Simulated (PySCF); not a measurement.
Molecule: C$_{2}$H$_{8}$Sn (charge 0, singlet). 
Coordinates optimised at B3LYP-D3(BJ)/def2-TZVP (Ansatz):
SMILES: [CH3][SnH2][CH3]
```xyz
11

C     -1.7492    -0.9671     0.0207
Sn    -0.0036     0.3041    -0.0571
C      1.7711    -0.8682     0.3241
H     -1.8272    -1.4268     1.0051
H     -1.6685    -1.7511    -0.7311
H     -2.6492    -0.3846    -0.1704
H      0.1095     1.0366    -1.6086
H     -0.1403     1.5469     1.1232
H      1.7051    -1.3276     1.3095
H      1.8638    -1.6519    -0.4267
H      2.6566    -0.2355     0.2869
```
Charge 0, spin multiplicity 1.

Dispersion corrections to the total energy (kcal/mol) from the dftd3 and dftd4 libraries through PySCF: D3(BJ) without and D4 with the three-body term, each with the damping fitted for the functional named.

```
functional      D3(BJ)          D4
----------  ----------  ----------
HSE06            -3.12       -3.32
PW6B95           -2.54  (withheld)
B2PLYP           -3.91       -2.90
PBE              -4.35       -4.18
BLYP             -9.57  (withheld)
B2GP-PLYP   (withheld)       -1.78
HF              -35.71      -14.38
```

Question: What belongs in the gaps?

Answer: 
- PW6B95, D4: -3.60
- BLYP, D4: -9.05
- B2GP-PLYP, D3(BJ): -3.84
